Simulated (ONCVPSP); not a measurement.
# Ranking ONCV potentials for Ne (Z = 10)

All share these settings but for the change named:

Ne, optimised norm-conserving Vanderbilt (ONCV), made with ONCVPSP 4.0.1 (PBE, scalar-relativistic). Core [He], reference 2s2 2p4 (charge +2). Waves: 2s: rc 0.60 bohr, ncon 5, nbas 8, qcut 13.9 1/bohr, local; 2p: rc 1.35 bohr, ncon 4, nbas 9, qcut 10.1 1/bohr, 1 projector; d scattering state at 0.18 Ha: rc 1.05 bohr, ncon 4, nbas 7, qcut 9.2 1/bohr, 2 projectors, debl 0.7 Ha. Local part: the s channel. Core correction: Teter function, fcfact 5.5, rcfact 1.55.

Cutoff: the first of the cutoffs (Ha) at which the residual kinetic energy of the hardest occupied pseudo-wave falls to 1 and 0.1 mHa per electron; the density cutoff is not measured.

The base gives 76 Ha.

Of 7 variants that were run, those that failed, showed a ghost or another fault, or gave nearly equal values are left out.

A variant can come out equal or close to the base.

(1) Rank these variants from softest to hardest (loose cutoff).
A. d: nbas 9
B. s: rc 0.56
C. all radii but the core radius scaled by about 0.89 (s 0.54, p 1.20, d 0.92 bohr)

## Answers

(1) A (76 Ha), B (204 Ha), C (422 Ha).
